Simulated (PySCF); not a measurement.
## Electron correlation in F⁺ (fluorine, charge +1)

[He] 2s2 2p4, high-spin 3P determinant. All numbers are calculated (PySCF 2.14, the spin-free X2C one-electron Hamiltonian (Gaussian nucleus), in jorge-DZP-DKH). Frozen: 1s2; 6 electrons correlated.

MP2 pair energies summed by pair of shells (mhartree):

| pair | energy | share (%) |
| --- | --- | --- |
| 2s-2p | -42.08 | 46.6 |
| 2p-2p | -40.64 | 45.0 |
| 2s-2s | -7.66 | 8.5 |

Total MP2 correlation energy: -90.38 mhartree.

Same-spin part -21.32 and opposite-spin part -69.06 mhartree; SCS-MP2 scales them by 1/3 and 6/5 to -89.98 mhartree.

```tsv
level	correlation energy (mhartree)
CCSD	-103.46
(T)	-0.88
CCSD(T)	-104.34
```

Diagnostics: T1 = 0.0045, D1 = 0.0078, largest double amplitude 0.037.

Cost of the coupled-cluster step: 0.09 s of wall time on 1 thread of Neoverse-V1 (shared host), for 6 correlated electrons.
